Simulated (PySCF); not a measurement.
H₃NOTe (SMILES N[Te]O), singlet, geometry from GFN2-xTB (core potentials on Te); PBE/def2-SVPD, polarisability (PySCF).

Input for PySCF:
```python
from pyscf import gto, scf, dft
from pyscf.prop import polarizability

mol = gto.M(
    atom='''
Te    0.070989    0.008631    0.351819
O    -0.040585    1.463921   -1.016009
H     0.819937    1.673824   -1.379567
N    -0.436754   -1.533795   -0.847437
H     0.223420   -1.686463   -1.598223
H    -1.352836   -1.410960   -1.256686
''',
    basis='def2-svpd',
    ecp={'Te': 'def2-svpd'},
    charge=0,
    spin=0,
    verbose=4,
)

mf = dft.RKS(mol)
mf.xc = 'pbe'
mf.kernel()
alpha = mf.Polarizability().polarizability()[2, 2]
print('alpha_zz =', alpha)
```

The log (banner, timings and long lists left out):

```
site-packages/pyscf/prop/efg/rhf.py:45: UserWarning: Module EFG is under testing
  warnings.warn('Module EFG is under testing')
site-packages/pyscf/prop/efg/dhf.py:30: UserWarning: Module EFG is under testing
  warnings.warn('Module EFG is under testing')
site-packages/pyscf/prop/zfs/uhf.py:40: UserWarning: Module ZFS is under testing
  warnings.warn('Module ZFS is under testing')
site-packages/pyscf/prop/gtensor/uhf.py:43: UserWarning: Module g-tensor is under testing
  warnings.warn('Module g-tensor is under testing')
site-packages/pyscf/prop/gtensor/uks.py:41: UserWarning: Module g-tensor is under testing
  warnings.warn('Module g-tensor is under testing')
site-packages/pyscf/prop/hfc/uks.py:35: UserWarning: Module HFC is under testing
  warnings.warn('Module HFC is under testing')
site-packages/pyscf/prop/magnetizability/rhf.py:39: UserWarning: Module magnetizability is under testing
  warnings.warn('Module magnetizability is under testing')
site-packages/pyscf/prop/magnetizability/uhf.py:37: UserWarning: Module magnetizability is under testing
  warnings.warn('Module magnetizability is under testing')
site-packages/pyscf/prop/magnetizability/rks.py:37: UserWarning: Module magnetizability is under testing
  warnings.warn('Module magnetizability is under testing')
site-packages/pyscf/prop/magnetizability/uks.py:39: UserWarning: Module magnetizability is under testing
  warnings.warn('Module magnetizability is under testing')
site-packages/pyscf/prop/polarizability/uhf.py:34: UserWarning: Module polarizability is under testing
  warnings.warn('Module polarizability is under testing')
site-packages/pyscf/prop/polarizability/rks.py:29: UserWarning: Module polarizability is under testing
  warnings.warn('Module polarizability is under testing')
site-packages/pyscf/prop/polarizability/uks.py:29: UserWarning: Module polarizability is under testing
  warnings.warn('Module polarizability is under testing')
PySCF version 2.14.0

[INPUT] verbose = 4
[INPUT] num. atoms = 6
[INPUT] num. electrons = 42
[INPUT] charge = 0
[INPUT] spin (= nelec alpha-beta = 2S) = 0
[INPUT] symmetry False subgroup None
[INPUT] Mole.unit = angstrom
[INPUT] Symbol           X                Y                Z      unit          X                Y                Z       unit  Magmom
[INPUT]  1 Te     0.070989000000   0.008631000000   0.351819000000 AA    0.134149767857   0.016310226181   0.664841555418 Bohr   0.0
[INPUT]  2 O     -0.040585000000   1.463921000000  -1.016009000000 AA   -0.076694534765   2.766409757999  -1.919978750093 Bohr   0.0
[INPUT]  3 H      0.819937000000   1.673824000000  -1.379567000000 AA    1.549456369398   3.163068940724  -2.607003800488 Bohr   0.0
[INPUT]  4 N     -0.436754000000  -1.533795000000  -0.847437000000 AA   -0.825345443808  -2.898452481227  -1.601423837823 Bohr   0.0
[INPUT]  5 H      0.223420000000  -1.686463000000  -1.598223000000 AA    0.422202610750  -3.186953189212  -3.020203755981 Bohr   0.0
[INPUT]  6 H     -1.352836000000  -1.410960000000  -1.256686000000 AA   -2.556489531452  -2.666327972716  -2.374792364575 Bohr   0.0

nuclear repulsion = 135.586396195523
number of shells = 42
number of NR pGTOs = 163
number of NR cGTOs = 102
basis = def2-svpd
ecp = {'Te': 'def2-svpd'}

******** <class 'pyscf.dft.rks.RKS'> ********
method = RKS
initial guess = minao
damping factor = 0
level_shift factor = 0
DIIS = <class 'pyscf.scf.diis.CDIIS'>
diis_start_cycle = 1
diis_space = 8
diis_damp = 0
SCF conv_tol = 1e-09
SCF conv_tol_grad = None
SCF max_cycles = 50
direct_scf = True
direct_scf_tol = 1e-13
XC library pyscf.dft.libxc version 7.1.2
    S. Lehtola, C. Steigemann, M. J. T. Oliveira, and M. A. L. Marques,  SoftwareX 7, 1–5 (2018)
XC functionals = pbe
    J. P. Perdew, K. Burke, and M. Ernzerhof,  Phys. Rev. Lett. 77, 3865 (1996)
    J. P. Perdew, K. Burke, and M. Ernzerhof,  Phys. Rev. Lett. 78, 1396 (1997)
    J. P. Perdew, K. Burke, and M. Ernzerhof,  Phys. Rev. Lett. 77, 3865 (1996)
    J. P. Perdew, K. Burke, and M. Ernzerhof,  Phys. Rev. Lett. 78, 1396 (1997)
radial grids:
    Treutler-Ahlrichs [JCP 102, 346 (1995); DOI:10.1063/1.469408] (M4) radial grids

becke partition: Becke, JCP 88, 2547 (1988); DOI:10.1063/1.454033
pruning grids: <function nwchem_prune>
grids dens level: 3
symmetrized grids: False
atomic radii adjust function: <function treutler_atomic_radii_adjust>
small_rho_cutoff = 0
Set gradient conv threshold to 3.16228e-05
Initial guess from minao.
tot grids = 79368
init E= -371.670241769674
  HOMO = -0.776456135009596  LUMO = -0.730962932027975  gap/eV = 1.23793
cycle= 1 E= -396.286790065255  delta_E= -24.6  |g|= 3.65  |ddm|= 9.97
  HOMO = -0.0338434387036141  LUMO = -0.0237152242529139  gap/eV = 0.27560
cycle= 2 E= -375.872758785368  delta_E= 20.4  |g|= 7.38  |ddm|= 24.7
  HOMO = -0.160088398663895  LUMO = -0.128125786470306  gap/eV = 0.86975
cycle= 3 E= -397.208507962656  delta_E= -21.3  |g|=  2.5  |ddm|= 23.2
  HOMO = -0.106273414544756  LUMO = -0.0624745651963643  gap/eV = 1.19183
cycle= 4 E= -394.404292497192  delta_E=  2.8  |g|= 3.56  |ddm|= 5.49
  HOMO = -0.209411726476723  LUMO = -0.0912846395017166  gap/eV = 3.21440
cycle= 5 E= -399.481646458748  delta_E= -5.08  |g|= 0.464  |ddm|= 4.03
  HOMO = -0.170083269105388  LUMO = -0.072971537927895  gap/eV = 2.64254
cycle= 6 E= -399.44807100117  delta_E= 0.0336  |g|= 0.598  |ddm|= 1.19
  HOMO = -0.183968642481148  LUMO = -0.0881653990970932  gap/eV = 2.60694
cycle= 7 E= -399.53805079005  delta_E= -0.09  |g|= 0.179  |ddm|= 0.798
  HOMO = -0.184131579189625  LUMO = -0.0827556221221997  gap/eV = 2.75858
cycle= 8 E= -399.545249423848  delta_E= -0.0072  |g|= 0.0265  |ddm|= 0.215
  HOMO = -0.18762225409899  LUMO = -0.0850640995448089  gap/eV = 2.79075
cycle= 9 E= -399.545409763927  delta_E= -0.00016  |g|= 0.0148  |ddm|= 0.0581
  HOMO = -0.18703245202369  LUMO = -0.0844802119745154  gap/eV = 2.79059
cycle= 10 E= -399.545471643419  delta_E= -6.19e-05  |g|= 0.00671  |ddm|= 0.0234
  HOMO = -0.186678932786137  LUMO = -0.0841312031851018  gap/eV = 2.79047
cycle= 11 E= -399.545479506048  delta_E= -7.86e-06  |g|= 0.00338  |ddm|= 0.00812
  HOMO = -0.187138026605307  LUMO = -0.084473457901467  gap/eV = 2.79365
cycle= 12 E= -399.545483287821  delta_E= -3.78e-06  |g|= 0.000779  |ddm|= 0.00558
  HOMO = -0.18707460838155  LUMO = -0.0844073752254637  gap/eV = 2.79372
cycle= 13 E= -399.545483422845  delta_E= -1.35e-07  |g|= 0.000152  |ddm|= 0.00107
  HOMO = -0.187079934609198  LUMO = -0.0844096753050181  gap/eV = 2.79380
cycle= 14 E= -399.54548342906  delta_E= -6.22e-09  |g|= 3.07e-05  |ddm|= 0.000217
  HOMO = -0.187078760727076  LUMO = -0.0844094926702645  gap/eV = 2.79377
cycle= 15 E= -399.545483429331  delta_E= -2.71e-10  |g|= 4.76e-06  |ddm|= 4.61e-05
  HOMO = -0.18707944847506  LUMO = -0.0844099462723733  gap/eV = 2.79378
Extra cycle  E= -399.545483429322  delta_E= 8.41e-12  |g|= 8.04e-06  |ddm|= 1.46e-05
converged SCF energy = -399.545483429322
Isotropic polarizability 57.4518276586
Polarizability anisotropy 8.08492729983
alpha_zz = 56.18492465878367
```
